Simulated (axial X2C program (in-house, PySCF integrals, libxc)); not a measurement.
# Potential curves of GeSe⁻, without spin–orbit coupling

Computed with an axial X2C code built on PySCF integrals. Spin-free means the one-electron spin-free X2C Hamiltonian. Basis: Se dyall-acv3z [9s10p7d5f1g], Ge dyall-acv3z [10s10p8d5f1g] (cores contracted in-house); Gaussian nuclei, density fitting, unrestricted open shells. Masses: Se 79.917 u, Ge 73.921 u.

State: M_S = 1/2, Λ = 1 (beyond evenly filled blocks: π+α). Energies in eV from the fragments at the same level (Se- + Ge). Fits are polynomials in 1 − R0/R over 0.85 to 1.23 times the lowest point R0.

| R (Å) | PW91 | PBE0 |
| --- | --- | --- |
| 1.9575 | -2.9696 | -2.8278 |
| 2.0475 | -3.5610 | -3.3970 |
| 2.1150 | -3.8226 | -3.6384 |
| 2.1825 | -3.9676 | -3.7610 |
| 2.2500 | -4.0232 | -3.7925 |
| 2.3287 | -4.0031 | -3.7432 |
| 2.4075 | -3.9164 | -3.6262 |
| 2.5088 | -3.7382 | -3.4087 |
| 2.6325 | -3.4592 | -3.0834 |
| 2.8125 | -3.0045 | -2.5735 |

The state is one determinant whose occupation by symmetry is held fixed; it was picked as the lowest of a PBE0 search that is not exhaustive. De is counted from the lowest determinant-based energies of the atoms at the same level, without counterpoise correction. The functionals have no current-density term, which raises determinants with orbital currents, atoms included. The highest occupied level of some functionals is positive through self-interaction error; at Hartree–Fock it is bound. Spin-free De lacks the spin–orbit lowering of the heavy p-block atom, a tenth of an eV or more for 4p and 5p, up to an eV for 6p and one to two eV for 7p atoms, less what an open-shell molecule gains itself.

Q: Fit the PW91 curve near its minimum: give the equilibrium distance, the harmonic wavenumber and the well depth.

A: At PW91, spin-free: Re = 2.269 Å, ωe ≈ 312 cm⁻¹, De = 4.03 eV to Se- + Ge; Be follows as 0.0853 cm⁻¹.

Q: Fit the PBE0 curve near its minimum: give the equilibrium distance, the harmonic wavenumber and the well depth.

A: At PBE0, spin-free: Re = 2.244 Å, ωe ≈ 331 cm⁻¹, De = 3.79 eV to Se- + Ge; Be follows as 0.0872 cm⁻¹.
